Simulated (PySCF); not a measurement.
**`C=CP(=O)(C#CC)C=C`: 4 charge schemes on one density**

Species: C₇H₉OP.
Structure used (PBE0-D3(BJ)/def2-SVP), in Å, numbered top down from 1:
```xyz
18
C7H9OP angstrom
C     -2.4839   -1.7484   -0.7916
C     -1.5949   -1.3188    0.1046
P     -0.7493    0.2453   -0.2104
O     -1.1431    0.8892   -1.5025
C      0.9607   -0.1781   -0.0474
C      2.1447   -0.4504    0.0179
C      3.5556   -0.7733    0.0928
C     -1.0584    1.2790    1.2371
C     -1.6147    2.4774    1.0546
H     -3.0321   -2.6859   -0.6579
H     -2.6799   -1.1539   -1.6907
H     -1.3600   -1.8800    1.0161
H      4.0456   -0.5969   -0.8773
H      4.0623   -0.1530    0.8481
H      3.7042   -1.8306    0.3617
H     -0.7859    0.9022    2.2295
H     -1.8342    3.1477    1.8911
H     -1.8619    2.8120    0.0412
```

Density: PBE0/pcSseg-1 (PySCF); schemes: Mulliken, IAO, Hirshfeld and ESP-fitted. Isolated species at its PBE0-D3(BJ)/def2-SVP geometry (one conformer only).

Q: At which atom do the 4 schemes differ most?

A: At P3: from +0.422 (Hirshfeld) to +1.547 e (IAO), 1.125 e apart.

Q: Do the Mulliken, IAO, Hirshfeld and ESP-fitted schemes agree on where the charge is lowest?

A: All schemes agree: Mulliken O4 (-0.601); IAO O4 (-0.906); Hirshfeld O4 (-0.386); ESP-fitted O4 (-0.635).

Q: Which atoms carry the highest charge in the Mulliken, IAO, Hirshfeld and ESP-fitted schemes?

A: All schemes agree: Mulliken P3 (+1.108); IAO P3 (+1.547); Hirshfeld P3 (+0.422); ESP-fitted P3 (+1.149).

Q: Give the atomic charges in each scheme.

A: In e:

| atom | environment | Mulliken | IAO | Hirshfeld | ESP-fitted |
| --- | --- | --- | --- | --- | --- |
| C1 | terminal =CH2 carbon | -0.125 | -0.253 | -0.063 | -0.219 |
| C2 | alkene CH carbon | -0.441 | -0.422 | -0.102 | -0.435 |
| P3 | phosphoryl phosphorus | +1.108 | +1.547 | +0.422 | +1.149 |
| O4 | phosphoryl oxygen | -0.601 | -0.906 | -0.386 | -0.635 |
| C5 | alkyne carbon | -0.237 | -0.394 | -0.136 | -0.576 |
| C6 | alkyne carbon | -0.293 | +0.029 | -0.007 | +0.312 |
| C7 | propargylic carbon | -0.200 | -0.433 | -0.087 | -0.545 |
| C8 | alkene CH carbon | -0.441 | -0.422 | -0.102 | -0.427 |
| C9 | terminal =CH2 carbon | -0.125 | -0.253 | -0.063 | -0.223 |
| H10 | vinylic hydrogen | +0.133 | +0.156 | +0.057 | +0.164 |
| H11 | vinylic hydrogen | +0.159 | +0.173 | +0.054 | +0.156 |
| H12 | vinylic hydrogen | +0.144 | +0.159 | +0.050 | +0.198 |
| H13 | methyl hydrogen | +0.165 | +0.180 | +0.069 | +0.196 |
| H14 | methyl hydrogen | +0.160 | +0.176 | +0.066 | +0.185 |
| H15 | methyl hydrogen | +0.160 | +0.176 | +0.066 | +0.184 |
| H16 | vinylic hydrogen | +0.144 | +0.159 | +0.049 | +0.194 |
| H17 | vinylic hydrogen | +0.133 | +0.157 | +0.057 | +0.165 |
| H18 | vinylic hydrogen | +0.159 | +0.173 | +0.054 | +0.157 |

Mean size of the charges over all atoms: IAO 0.343 e, ESP-fitted 0.340 e, Mulliken 0.274 e, Hirshfeld 0.105 e. Each set sums to the total charge, 0, to within 0.001 e. The ESP scheme fits charges at the nuclei, held to the total charge, to the electrostatic potential on points at 1.4 to 2.0 times the van der Waals radii. The Hirshfeld scheme weights the molecular density at each point by an atom's share of the summed free-atom densities.

Q: Sum the charges by element, for elements with more than one atom.

A: 
| element | atoms | Mulliken | IAO | Hirshfeld | ESP-fitted |
| --- | --- | --- | --- | --- | --- |
| C | 7 | -1.863 | -2.148 | -0.558 | -2.112 |
| H | 9 | +1.357 | +1.508 | +0.522 | +1.598 |

Q: How many electrons does the ESP-fitted scheme count on C2?

A: Z − q = 6 − (-0.435) = 6.435.
